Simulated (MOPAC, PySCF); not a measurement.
[Zr(Cl)4], neutral singlet in the gas phase. 

Cartesian coordinates (Å):
```xyz
5

Zr     0.0035     0.0051    -0.0010
Cl     0.8112     2.1349    -0.5136
Cl    -1.4533     0.1460     1.8178
Cl    -1.1354    -0.8593    -1.8471
Cl     1.7897    -1.3976     0.5420
```
Charge 0, spin multiplicity 1.

All levels are single points at this geometry (BP86-D3(BJ)/def2-SVP); Pople sets use spherical d functions. Orbital energies aren't observables, and empty levels follow the basis.

PM6 in MOPAC gives dipole (D) = 0.01.

Q: Estimate the dipole (D) from each of these levels: B3LYP-D3(BJ)/def2-TZVP in PySCF; PBE-D3(BJ)/def2-TZVP in PySCF; TPSSh-D3(BJ)/def2-TZVP in PySCF; B3LYP/6-311+G** (LANL2DZ on Zr) in PySCF; B3LYP/6-31G* (LANL2DZ on Zr) in PySCF; B3LYP/LANL2DZ in PySCF; BP86/6-31G* (LANL2DZ on Zr) in PySCF; M06-2X/6-31G* (LANL2DZ on Zr) in PySCF; PBE/6-31G* (LANL2DZ on Zr) in PySCF; SVWN5/6-31G* (LANL2DZ on Zr) in PySCF; HF/6-31G* (LANL2DZ on Zr) in PySCF; PM7 in MOPAC.

A: 
```json
[
 {"level": "B3LYP-D3(BJ)/def2-TZVP in PySCF", "dipole (D)": "0.00"},
 {"level": "PBE-D3(BJ)/def2-TZVP in PySCF", "dipole (D)": "0.00"},
 {"level": "TPSSh-D3(BJ)/def2-TZVP in PySCF", "dipole (D)": "0.00"},
 {"level": "B3LYP/6-311+G** (LANL2DZ on Zr) in PySCF", "dipole (D)": "0.00"},
 {"level": "B3LYP/6-31G* (LANL2DZ on Zr) in PySCF", "dipole (D)": "0.00"},
 {"level": "B3LYP/LANL2DZ in PySCF", "dipole (D)": "0.00"},
 {"level": "BP86/6-31G* (LANL2DZ on Zr) in PySCF", "dipole (D)": "0.00"},
 {"level": "M06-2X/6-31G* (LANL2DZ on Zr) in PySCF", "dipole (D)": "0.00"},
 {"level": "PBE/6-31G* (LANL2DZ on Zr) in PySCF", "dipole (D)": "0.00"},
 {"level": "SVWN5/6-31G* (LANL2DZ on Zr) in PySCF", "dipole (D)": "0.00"},
 {"level": "HF/6-31G* (LANL2DZ on Zr) in PySCF", "dipole (D)": "0.01"},
 {"level": "PM7 in MOPAC", "dipole (D)": "0.01"}
]
```
